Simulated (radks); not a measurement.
The numbers below are computed, except where a source is named.
Problem. Rb I, 37 electrons, occupied as [Kr] 4d0.5 5p0.5 (fractional occupations, a model configuration). Code: a radial shooting solver on a logarithmic mesh with Libxc functionals. Model: scalar-relativistic Kohn-Sham, BLYP, spin-polarised, spherical densities, finite nucleus; open shells are filled with parallel spins first (spin-orbit coupling, left out, can overturn this in heavy ions); Fermi nuclear charge, rms radius 4.2036 fm. Some entries of the table are withheld. Estimate them.

orbital,occ.,eigenvalue (eV),r(max) (bohr),<1/r> (bohr^-1)
1s up,1,-15037.93,0.02629,37.88
1s down,1,-15037.93,0.02629,37.88
2s up,1,-2009.666,0.1496,8.432
2s down,1,-2009.663,0.1496,8.432
2p up,3,-1781.980,0.1196,8.241
2p down,3,-1781.976,0.1196,8.241
3s up,1,-298.7821,0.4509,2.807
3s down,1,-298.7785,0.4509,2.807
3p up,3,-225.7865,0.4463,2.654
3p down,3,-225.7826,0.4463,2.654
3d up,5,-104.9917,0.3928,(1)
3d down,5,-104.9867,0.3928,(2)
4s up,1,-32.8803,(3),0.9226
4s down,1,-32.8404,(4),0.9230
4p up,3,-16.9143,1.425,0.7694
4p down,3,-16.8616,1.424,0.7700
5p up,0.5,-1.2661,6.076,0.1728
4d up,0.5,-0.5381,5.623,0.2020

Solution. 
(1) 3d up <1/r> (bohr^-1): 2.390
(2) 3d down <1/r> (bohr^-1): 2.390
(3) 4s up r(max) (bohr): 1.258
(4) 4s down r(max) (bohr): 1.257
